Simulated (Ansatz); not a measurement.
Ideal-gas functions of `[CH3][Y]([OH])[OH]` at 400 K and 1 bar, from an Ansatz frequency run at PBE0-D4/def2-TZVP.

Molar mass 137.96 g/mol, point group Cs (symmetry number 1), electronic degeneracy 1, moments of inertia 121.58, 123.66, 239.035 u Å². Harmonic wavenumbers (cm⁻¹, unscaled): 31, 35, 118, 130, 259, 319, 368, 430, 433, 436, 451, 618, 630, 1148, 1428, 1429, 2992, 3059, 3075, 3997, 3997.

Use S(trans) = R[1.5 ln M + 2.5 ln T − 1.1517]; rotational temperatures θ = 24.2544 K / I; S(rot) = R[ln(√π/σ · √(T³/θAθBθC)) + 1.5]; for each mode x = 1.438777 ν̃/T, S = R[x/(eˣ − 1) − ln(1 − e⁻ˣ)] and H = RT x/(eˣ − 1); 1 cm⁻¹ = 0.0119627 kJ/mol; R = 8.31446 J/(mol·K).

Task: By hand: the entropy, in J/(mol·K).

Result: Translation 176.4. Rotation: θ = 0.1995, 0.1961, 0.1015 K, giving 114.9. Vibration, mode by mode: 26.56, 25.55, 15.50, 14.71, 9.20, 7.61, 6.56, 5.47, 5.42, 5.38, 5.15, 3.20, 3.09, 0.70, 0.30, 0.30, 0.00, 0.00, 0.00, 0.00, 0.00, in all 134.7. Electronic 0.0. Sum 426.0 J/(mol·K).

Task: By hand: H − E and G − E in kJ/mol, counted from the electronic energy.

Result: Zero-point energy ½ × 25383 × 0.0119627 = 151.8; thermal vibration 24.6; translation, rotation and pV give 4 RT = 13.3. H − E = 189.7 kJ/mol, and G − E = 189.7 − 400 × 426.0/1000 = 19.3 kJ/mol.

Vibration gives 32 % of the entropy, 82.3 J/(mol·K) of it from the modes under 150 cm⁻¹: soft modes count most, and the harmonic formula is weakest for them. The sum counts one conformer and one mirror image; others add a mixing term.
